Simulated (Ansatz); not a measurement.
A CCSD(T) single point on `NC1C[SiH2][SiH2]1`.

```yaml
crystal:
  periodic: [false, false, false]
  atoms:
    - {symbol: N, position_ang: [-0.622237, 1.862845, 0.798182]}
    - {symbol: C, position_ang: [-0.377131, 0.454162, 0.587159]}
    - {symbol: C, position_ang: [-0.805002, -0.198992, -0.761308]}
    - {symbol: Si, position_ang: [0.340250, -1.721978, -0.722120]}
    - {symbol: Si, position_ang: [1.433068, -0.171412, 0.621844]}
    - {symbol: H, position_ang: [-0.119680, 2.423021, 0.121110]}
    - {symbol: H, position_ang: [-1.606883, 2.084774, 0.701045]}
    - {symbol: H, position_ang: [-0.879944, -0.098304, 1.392668]}
    - {symbol: H, position_ang: [-1.882840, -0.351662, -0.862708]}
    - {symbol: H, position_ang: [-0.478196, 0.437547, -1.592547]}
    - {symbol: H, position_ang: [-0.258415, -2.872099, 0.009192]}
    - {symbol: H, position_ang: [0.867797, -2.197982, -2.027831]}
    - {symbol: H, position_ang: [2.075132, -0.423338, 1.939296]}
    - {symbol: H, position_ang: [2.300981, 0.744418, -0.175182]}
basis:
  gaussian: {orbitals: def2-TZVPP}
correlation: {method: ccsd_t}
```

```sh
$ ansatz run in.yaml --threads 4 --pin off --events-out ev --progress --plain --max-ram 10444MiB
```

The program prints (abridged):

```
Functional definition: HF
1742 factors; integrals over basis functions are off by at most 1.1e-3 eV
mean field evaluation 1: about -19405.6678 eV, gradient 4.0e1 eV
mean field evaluation 2: about -19405.9876 eV, gradient 4.0e1 eV
mean field evaluation 4: about -19410.4747 eV, gradient 4.6e0 eV
mean field evaluation 8: about -19410.5649 eV, gradient 2.7e-1 eV
mean field evaluation 16: about -19410.5653 eV, gradient 1.6e-6 eV
mean field -19410.56530283 eV, -713.3251179253 hartree, gradient 1.6e-6 eV, S^2 0.000000; 0 other end points of the search recorded, 0 dependent functions left out
13 core orbitals not correlated: weight in the atoms' cores, before any rotation towards them, 1.000 or more for the frozen orbitals, at most 0.000 for the correlated occupied ones
reference -19410.56530283 eV, -713.3251179253 hartree; 15, 15 occupied and 275, 275 virtual orbitals, 1742 factors
second order -21.94004572 eV of doubles, -0.00000000 eV of singles
cycle   1  -22.84180480 eV  change   -9.0e-1 eV  update   1.0e-1
cycle   2  -23.46732519 eV  change   -6.3e-1 eV  update   3.1e-2
cycle   3  -23.56217021 eV  change   -9.5e-2 eV  update   1.4e-2
cycle   4  -23.55521225 eV  change    7.0e-3 eV  update   3.8e-3
cycle   5  -23.55384636 eV  change    1.4e-3 eV  update   2.0e-3
cycle   6  -23.55398708 eV  change   -1.4e-4 eV  update   5.9e-4
cycle   7  -23.55371850 eV  change    2.7e-4 eV  update   2.5e-4
cycle   8  -23.55367614 eV  change    4.2e-5 eV  update   8.4e-5
cycle   9  -23.55370550 eV  change   -2.9e-5 eV  update   3.0e-5
perturbative correction -0.98444063 eV, -0.0361775258 hartree
Total energy: -19435.10344895 eV, -714.2268781627 hartree
```

Hardware: 4 threads of an Arm Neoverse V1 on a shared host. Wall time 14 min, peak host memory 3.8 GiB.

MP2 recovers 89.4 % of the CCSD(T) correlation energy and the triples give 4.0 %; T1 = 0.0118.
